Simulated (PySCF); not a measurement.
# GaC⁻: from constants to spectrum

ROHF-SCS-MP2 constants of GaC⁻, ³Π (triplet), unpaired electrons σ ↑, π ↑ (Ga aug-cc-pVDZ-DK, C aug-cc-pVDZ-DK; spin-free X2C with a Gaussian nucleus (PySCF 2.14); masses 68.9256 and 12.0000 u):

| Quantity | Value |
| --- | --- |
| ωe | 623.7 cm⁻¹ |
| ωexe | 2.4 cm⁻¹ |
| Be | 0.44172 cm⁻¹ |
| αe | 0.00331 cm⁻¹ |

(1) What force constant and bond length do these constants imply?

(2) Estimate the centrifugal constant D from the Kratzer relation and find the Dunham coefficient a1.

Correlated steps freeze 10 core orbitals. Spin–orbit coupling is left out. The state is the lowest determinant that a PBE0 search found; another state may lie lower at other levels.

## Answers

(1) Reduced mass μred = 10.221 u; k = 5.8918×10⁻⁷·μred·ωe² (u, cm⁻¹, mdyn/Å) = 2.34 mdyn/Å; Re = √(16.8576/(μred·Be)) (u, cm⁻¹, Å) = 1.932 Å.

(2) D = 4Be³/ωe² = 8.86e-07 cm⁻¹; a1 = −1 − αeωe/(6Be²) = -2.76.
